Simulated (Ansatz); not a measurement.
`BN([SiH3])[SiH2]F` + `C[NH][GaH2]` → `B[NH][GaH2]` + `CN([SiH3])[SiH2]F`  (redistribution)

Isolated molecules relaxed with PBE0-D4/def2-TZVP in Ansatz; ΔE leaves out vibrations. CCSD(T)/CBS is the MP2 limit (def2-TZVPP, def2-QZVPP) plus CCSD(T) − MP2 in def2-TZVPP, frozen cores. Functionals use def2-TZVPP. B3LYP here is the variant with VWN-RPA as its local correlation; programs differ in this. For Ga outer-core shells are correlated without core-valence functions, which leaves a few kJ/mol of doubt a bond. Scalar relativity is left out up to krypton. One conformer a species, not always the lowest.

```
             level  ΔE (kcal/mol)  difference from CCSD(T)/CBS
           PBE0-D4           -3.5                         -0.6
          B3LYP-D4           -3.4                         -0.5
           ωB97X-V           -3.7                         -0.8
               PBE           -3.0                         -0.1
            r2SCAN           -3.0                         -0.1
              PBE0           -3.4                         -0.5
             B3LYP           -3.3                         -0.4
     HF/def2-TZVPP           -3.9                         -1.0
    MP2/def2-TZVPP           -3.7                         -0.8
SCS-MP2/def2-TZVPP           -3.7                         -0.8
   CCSD/def2-TZVPP           -3.5                         -0.6
CCSD(T)/def2-TZVPP           -3.4                         -0.5
     HF/def2-QZVPP           -3.8                         -0.9
SCS-MP2/def2-QZVPP           -3.4                         -0.5
      HF/CBS(def2)           -3.8                         -0.9
    CCSD/CBS(def2)           -3.0                         -0.1
       CCSD(T)/CBS           -2.9                            0
```

Largest T1 diagnostic among the species: 0.015.
